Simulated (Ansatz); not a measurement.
`C#C[SiH2][GaH2]` + H₂O → `[OH][GaH2]` + `C#C[SiH3]` at 400 K and 1 bar (formal hydrolysis of a Ga–Si bond).

Isolated molecules relaxed with PBE0-D4/def2-TZVP in Ansatz; ΔE leaves out vibrations. CCSD(T)/CBS is the MP2 limit (def2-TZVPP, def2-QZVPP) plus CCSD(T) − MP2 in def2-TZVPP, frozen cores. This one scheme is used for every species. For Ga outer-core shells are correlated without core-valence functions, which leaves a few kJ/mol of doubt a bond. Scalar relativity is left out up to krypton.

```json
{"species": "`C#C[SiH2][GaH2]`", "CCSD(T)/CBS energy (Eh)": "-2292.05082", "H − E (kJ/mol)": "162.5", "S (J/(mol·K))": "394.2"}
{"species": "H₂O", "CCSD(T)/CBS energy (Eh)": "-76.37941", "H − E (kJ/mol)": "69.8", "S (J/(mol·K))": "198.6"}
{"species": "`[OH][GaH2]`", "CCSD(T)/CBS energy (Eh)": "-2000.92981", "H − E (kJ/mol)": "89.0", "S (J/(mol·K))": "281.3"}
{"species": "`C#C[SiH3]`", "CCSD(T)/CBS energy (Eh)": "-367.52081", "H − E (kJ/mol)": "136.8", "S (J/(mol·K))": "291.4"}
```

H − E and S are ideal-gas, rigid-rotor, harmonic terms from PBE0-D4/def2-TZVP. 1 Eh = 2625.50 kJ/mol, R = 8.31446 J/(mol·K).

**Question.** By hand: ΔE, ΔH, ΔS and ΔG.

**Answer.** ΔE = (-2000.92981) + (-367.52081) − (-2292.05082) − (-76.37941) = -0.02039 Eh = -53.5 kJ/mol. Δ(H − E) = 89.0 + 136.8 − 162.5 − 69.8 = -6.5, so ΔH = -60.0 kJ/mol. ΔS = 281.3 + 291.4 − 394.2 − 198.6 = -20.1 J/(mol·K). ΔG = -60.0 − 400 × (-20.1)/1000 = -52.0 kJ/mol.

**Question.** By hand: the equilibrium constant, and the temperature at which ΔG would vanish if ΔH and ΔS stayed fixed.

**Answer.** log₁₀ K = −ΔG/(RT ln 10) = 6.8. ΔG = 0 at ΔH/ΔS = 2985 K, far beyond where these terms or the molecules hold.

ΔH outweighs TΔS. A doubt of 5 kJ/mol in ΔE shifts log₁₀ K by 0.7 here. Modes under 60 cm⁻¹, often nearly free rotors, make the harmonic entropy too high. These are equilibria of isolated gas molecules and say nothing of rates. Largest T1 diagnostic: 0.015 (customary marks: 0.02 for closed shells, 0.045 for open ones).
